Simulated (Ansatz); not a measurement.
Consider the ligand exchange at the Si–C bond: `OC(F)(F)[SiH2]Cl` + `BN[SiH3]` → `BN([SiH3])[SiH2]Cl` + `OC(F)F`.

Calculated with Ansatz (gas phase, PBE0-D4/def2-TZVP geometries, no zero-point term in ΔE). CBS: MP2 limit from def2 TZ/QZ plus the TZ coupled-cluster correction, frozen cores. DFT in def2-TZVPP. Each species was taken in one conformer, which may not be the lowest.

`OC(F)(F)[SiH2]Cl`:

Cartesian coordinates in Å:
```
O 0.270 -0.211 -1.602
C -0.492 -0.205 -0.490
F -1.017 -1.446 -0.267
F -1.589 0.604 -0.667
Si 0.485 0.433 1.041
Cl 2.050 -0.824 1.397
H -0.251 -0.557 -2.341
H -0.442 0.417 2.191
H 0.986 1.790 0.739
```

`BN[SiH3]`:

```xyz
9

B    -0.590   -1.347    0.517
N    -0.520    0.045    0.394
Si    0.643    0.952   -0.538
H     0.214   -2.021   -0.062
H    -1.446   -1.839    1.194
H    -1.216    0.579    0.898
H    -0.046    1.776   -1.566
H     1.555   -0.018   -1.182
H     1.407    1.874    0.344
```

`BN([SiH3])[SiH2]Cl`:

Z-matrix (Å, degrees):
```
Si
N 1 1.762
H 1 1.482 2 109.6
H 1 1.485 2 107.5 3 -119.5
H 1 1.482 2 110.3 3 121.0
Si 2 1.734 1 121.2 3 126.2
B 2 1.412 1 117.6 3 -55.9
Cl 6 2.055 2 109.9 1 66.7
H 6 1.476 2 109.3 1 -174.2
H 6 1.479 2 110.1 1 -50.2
H 7 1.198 2 120.3 1 -178.1
H 7 1.201 2 119.0 1 2.1
```

`OC(F)F`:

Z-matrix (Å, degrees):
```
C
F 1 1.355
F 1 1.355 2 105.7
O 1 1.346 2 111.4 3 -121.2
H 1 1.091 2 109.4 3 117.7
H 4 0.966 1 108.8 2 58.9
```

(1) Is it downhill or uphill in electronic energy at CCSD(T)/CBS, and by how much? (Estimate.)

(2) What do these levels give: PBE-D4, ωB97M-V, B2PLYP, r2SCAN, SCS-MP2/def2-TZVPP, SCS-MP2/def2-QZVPP? (Best estimate.)

Largest T1 diagnostic among the species: 0.012.

Results:

(1) Ansatz gave: Downhill: ΔE = -89.4 kJ/mol.

(2) Ansatz gave: PBE-D4 -74.5, ωB97M-V -83.7, B2PLYP -84.8, r2SCAN -80.4, SCS-MP2/def2-TZVPP -95.8, SCS-MP2/def2-QZVPP -94.7 kJ/mol.

The D4 term adds −7.5 kJ/mol with B3LYP and −4.2 kJ/mol with PBE0; it sums over pairs of atoms, weighted by their polarisabilities, and B3LYP, whose exchange is more repulsive, gets the larger term. From PBE to PBE0 (25 % exact exchange), in def2-TZVPP and without D4, ΔE moves by −9.9 kJ/mol.

B3LYP here is the variant with VWN-RPA as its local correlation; programs differ in this.
